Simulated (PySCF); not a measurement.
CH5BSe. Atoms are numbered in the order given.

```xyz
8

B     -0.6688     0.9954     0.0000
H     -1.8730     1.0856     0.0000
C      0.2542     2.2555     0.0000
H      0.0127     2.8809    -0.8775
H      0.0127     2.8809     0.8775
H      1.3353     2.0555     0.0000
Se     0.1026    -0.7615     0.0000
H     -1.1568    -1.5213     0.0000
```

The structure is a stationary point at PBE0-D3(BJ)/def2-SVP. The values are those of a single conformer.

These are B3LYP/pcSseg-1 (PySCF) values and carry that method's errors.

GIAO shieldings, no solvent; atoms alike by connectivity are averaged. δ = σ(ref) − σ: ¹¹B against BF3 (σ = 86.3 ppm); ¹H against TMS (σ = 31.68 ppm); ¹³C against TMS (σ = 181.3 ppm); ⁷⁷Se against Me2Se (σ = 1647.9 ppm), references at their B3LYP-D3(BJ)/def2-TZVP geometries, non-relativistic.

Problem. Estimate the chemical shifts. (Estimate from the structure and the level; the computed values follow.)

Solution. 
```tsv
nucleus	atoms	count	δ (ppm)
¹¹B	B1	1	70.9
¹H	H2	1	8.02
¹H	H8	1	3.59
¹H	H4, H5, H6	3	1.47
¹³C	C3	1	15.5
⁷⁷Se	Se7	1	83.0
```
